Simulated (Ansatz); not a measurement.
One change: `[OH][Sc]([OH])[F]` becomes `[NH2][Sc]([OH])[OH]`.

Ansatz, PBE0-D4/def2-TZVP geometries, multiplicity 1. Each molecule was computed in one conformer, which needn't be the lowest.

Scalar relativity is left out up to krypton.

```
                                                                                  property  `[OH][Sc]([OH])[F]`
                                                       HOMO–LUMO gap (PBE/def2-TZVPP) / eV                 4.42
                                                        LUMO energy (PBE0/def2-TZVPP) / eV                -1.74
                                                        HOMO energy (PBE0/def2-TZVPP) / eV                -8.77
                                                   HOMO–LUMO gap (ωB97M-V/def2-TZVPP) / eV                11.00
ideal-gas entropy at 298 K and 1 bar (rigid rotor, harmonic PBE0-D4/def2-TZVP) / J/(mol·K)                  335
                                                     HOMO–LUMO gap (B3LYP/def2-TZVPP) / eV                 6.37
```

Problem. What does the change do to each property? (Best estimate.)

Solution. Computed: 
```json
{"property": "HOMO–LUMO gap (PBE/def2-TZVPP) / eV", "`[NH2][Sc]([OH])[OH]`": "3.35", "shift": "-1.07"}
{"property": "LUMO energy (PBE0/def2-TZVPP) / eV", "`[NH2][Sc]([OH])[OH]`": "-1.23", "shift": "0.51"}
{"property": "HOMO energy (PBE0/def2-TZVPP) / eV", "`[NH2][Sc]([OH])[OH]`": "-6.79", "shift": "1.98"}
{"property": "HOMO–LUMO gap (ωB97M-V/def2-TZVPP) / eV", "`[NH2][Sc]([OH])[OH]`": "9.33", "shift": "-1.67"}
{"property": "ideal-gas entropy at 298 K and 1 bar (rigid rotor, harmonic PBE0-D4/def2-TZVP) / J/(mol·K)", "`[NH2][Sc]([OH])[OH]`": "342", "shift": "7"}
{"property": "HOMO–LUMO gap (B3LYP/def2-TZVPP) / eV", "`[NH2][Sc]([OH])[OH]`": "4.97", "shift": "-1.40"}
```

With PBE0 the HOMO rises by 1.98 eV and the LUMO rises by 0.51 eV, so the gap narrows by about 1.47 eV. PBE moves the HOMO by 1.62 eV and ωB97M-V by 2.08 eV. The zero-point energy changes by 60.2 kJ/mol with +6 modes.

B3LYP here is the variant with VWN-RPA as its local correlation; programs differ in this.
